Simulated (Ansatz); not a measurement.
Ansatz (an electronic-structure program) input:

Ansatz 0.2 input:
```yaml
crystal:
  periodic: [false, false, false]
  atoms:
    - {symbol: C, position_ang: [0.02903682, -0.01529440, 0.62041104]}
    - {symbol: I, position_ang: [1.00576688, 1.53984851, -0.04432792]}
    - {symbol: I, position_ang: [-1.00905407, -1.53811707, -0.02590729]}
basis:
  gaussian:
    orbitals: def2-TZVPD
hamiltonian:
  xc: {name: PBE-QIDH}
total_charge: 1
magnetization: {spin_polarized: true, initial_magnetization: 1}
correlation: {electrons: outside_noble_gas}
```

### Question
Which total energy does the run end on?

### Answer
-632.52445 Eh (PBE-QIDH/def2-TZVPD). The basis has 155 functions.
